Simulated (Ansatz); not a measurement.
A nudged elastic band was laid between two geometries of C3H10BNSi (16 atoms, charge 0, multiplicity 1).

The calculation used RKS PBE/6-31G* in Ansatz 0.2.0.

| Quantity | Value |
| --- | --- |
| movable images | 9 |
| climbing image | yes |
| spring | 5.0 eV/Å² |
| optimiser | quadratic models (default) |
| start path | IDPP |
| force threshold | 0.05 eV/Å |
| iteration limit | 60 |
| end points | relaxed |

Image 0:

```xyz
16
Properties=species:S:1:pos:R:3
B -0.765 -1.045 -0.642
C -0.082 0.128 0.111
C 1.284 0.310 -0.062
Si 2.457 -0.691 -1.122
N -0.809 0.964 0.931
C -2.228 0.853 1.210
H -0.087 -1.747 -1.348
H -1.942 -1.287 -0.552
H 1.756 1.147 0.484
H 2.141 -0.666 -2.591
H 3.814 -0.066 -0.953
H 2.583 -2.133 -0.718
H -0.301 1.704 1.411
H -2.843 0.955 0.296
H -2.489 -0.110 1.688
H -2.511 1.661 1.902
```

Image 10:

```xyz
16
Properties=species:S:1:pos:R:3
B -1.194 -1.355 -0.793
C -0.528 -0.187 -0.031
C 0.835 0.049 -0.149
Si 2.053 -0.915 -1.189
N -1.352 0.590 0.758
C -0.895 1.705 1.554
H -0.540 -2.072 -1.505
H -2.381 -1.562 -0.680
H 1.272 0.887 0.416
H 1.768 -0.881 -2.666
H 3.398 -0.274 -0.986
H 2.192 -2.361 -0.801
H -2.331 0.326 0.807
H -0.140 1.390 2.303
H -0.431 2.488 0.922
H -1.749 2.150 2.086
```

Q: Which bonds break or form, and what moves?

A: No bond is made or broken. The dihedral B1–C2–N5–C6 goes from 1 to 179°.

Q: What energy profile does the band end with?

A: It converged. The highest image is number 5 of 0 to 10, 10.4 kcal/mol above the first end and 13.5 kcal/mol above the last; the last end lies 3.2 kcal/mol below the first. A vibrational analysis at the climbing image gives one clearly imaginary mode, 100i cm⁻¹: a first-order saddle point.

```csv
image,path coordinate (Å),energy (kcal/mol),dihedral B1–C2–N5–C6 (°)
0,0.00,0.0,1
1,0.83,-0.1,19
2,1.65,0.0,35
3,2.48,1.4,55
4,3.31,8.4,70
5,4.14,10.4,56
6,5.20,9.3,79
7,6.27,5.7,107
8,7.33,0.8,138
9,8.40,-2.5,162
10,9.46,-3.2,179
```

Q: What is the geometry of the highest image?

A: 
```xyz
16
Properties=species:S:1:pos:R:3
B -0.933 -0.548 -1.078
C -0.106 0.280 -0.060
C 1.255 0.159 0.019
Si 2.361 -1.009 -0.974
N -0.719 1.295 0.795
C -1.819 0.761 1.608
H -0.382 -1.342 -1.802
H -2.122 -0.385 -1.211
H 1.752 0.837 0.733
H 2.319 -0.722 -2.446
H 3.771 -0.801 -0.503
H 2.007 -2.450 -0.756
H -1.099 2.030 0.184
H -2.590 0.198 1.034
H -1.405 0.080 2.370
H -2.314 1.595 2.132
```

Q: What are the harmonic wavenumbers there?

A: 100i, 75, 124, 169, 194, 226, 263, 357, 367, 478, 605, 613, 702, 746, 812, 874, 892, 903, 912, 918, 975, 1017, 1106, 1135, 1158, 1198, 1300, 1399, 1423, 1465, 1495, 1562, 2183, 2190, 2194, 2544, 2618, 2903, 3021, 3046, 3069, 3378 cm⁻¹.

The band took 21 iterations and roughly 16 core-minutes.

The run took 8.3 min on 2 threads of Arm Neoverse V2 (shared host), peak memory 0.16 GiB.
